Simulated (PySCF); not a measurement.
A thermochemical cycle for CBr

PBE0 in PySCF with def2-TZVPPD on every atom, for the lowest determinant that a PBE0 search found; no spin–orbit coupling. CBr, a doublet (π ↑), has De = 3.74 eV to neutral atoms, and CBr⁺, a singlet (closed shell), has De = 6.33 eV to C⁺ + Br.

At the same level the C atom ionises at 11.51 eV.

Q: What is the adiabatic ionisation energy of the molecule, and does ionisation strengthen or weaken the bond?

A: IE = IE(C) + De(neutral) − De(ion) = 11.51 + 3.74 − 6.33 = 8.92 eV. De changes by +2.59 eV, so ionisation strengthens the bond.

For an ion De counts to the pair picked by the measured ionisation energies or electron affinities, which need not be the lowest pair at this level. States were picked by a PBE0 search and need not be the measured ground states.
